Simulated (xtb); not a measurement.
C2NiO2, SMILES [Ni](<-[C-]#[O+])<-[C-]#[O+], multiplicity 1. All values are semi-empirical tight-binding results from xtb (GFN2-xTB unless named), good for trends rather than for accurate numbers. Geometry optimised at GFN2-xTB. The spin state was assumed, not searched.

Optimised geometry:

```xyz
5

Ni     0.0015     0.5923     0.0000
O      0.0028    -0.9092    -2.4877
C     -0.0073    -0.1697    -1.6197
O      0.0028    -0.9092     2.4877
C     -0.0073    -0.1697     1.6197
```
Charge 0, spin multiplicity 1.

For metal compounds this method's bond lengths and energies can be far off.

Computed properties:
```yaml
point_group_as_xtb_finds_it: C2v
orbital_gap: 1.92 eV
zero_point_energy: 8.4 kcal/mol
G − E(el) at 298.15 K (modified RRHO): -11.0 kcal/mol
```

**Question.** Give the atomic charges and the Wiberg bond orders between heavy atoms. (Estimate from the structure and the level; the computed values follow.)

**Answer.** charges (e) Ni1 -0.39, O2 -0.07, C3 0.27, O4 -0.07, C5 0.27. Bond orders Ni1–C3 1.22, O2–C3 2.32, Ni1–C5 1.22, O4–C5 2.32.
